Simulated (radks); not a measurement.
Question: All-electron atom: Cd2+ in [Kr] 4d10. Method: Dirac Kohn-Sham, HCTH/407, spin-unpolarised, spherical densities, point nucleus; computed with a radial shooting solver on a logarithmic mesh with Libxc functionals. Some entries of the table are withheld. Estimate them.

| orbital | occ. | eigenvalue (hartree) | <1/r> (bohr^-1) |
|---|---|---|---|
| 1s1/2 | 2 | -974.6013 | 50.62 |
| 2s1/2 | 2 | (1) | 11.69 |
| 2p1/2 | 2 | -135.5335 | (2) |
| 2p3/2 | 4 | -128.4601 | (3) |
| 3s1/2 | 2 | -27.71739 | 4.108 |
| 3p1/2 | 2 | -23.73271 | 4.017 |
| 3p3/2 | 4 | -22.46600 | 3.837 |
| 3d3/2 | 4 | -15.40398 | 3.679 |
| 3d5/2 | 6 | -15.14571 | 3.632 |
| 4s1/2 | 2 | -4.60939 | 1.581 |
| 4p1/2 | 2 | -3.32946 | (4) |
| 4p3/2 | 4 | -3.11521 | (5) |
| 4d3/2 | 4 | (6) | 1.089 |
| 4d5/2 | 6 | (7) | 1.074 |

Answer: 
(1) 2s1/2 eigenvalue (hartree): -145.4497
(2) 2p1/2 <1/r> (bohr^-1): 11.68
(3) 2p3/2 <1/r> (bohr^-1): 10.94
(4) 4p1/2 <1/r> (bohr^-1): 1.461
(5) 4p3/2 <1/r> (bohr^-1): 1.403
(6) 4d3/2 eigenvalue (hartree): -1.15388
(7) 4d5/2 eigenvalue (hartree): -1.12709
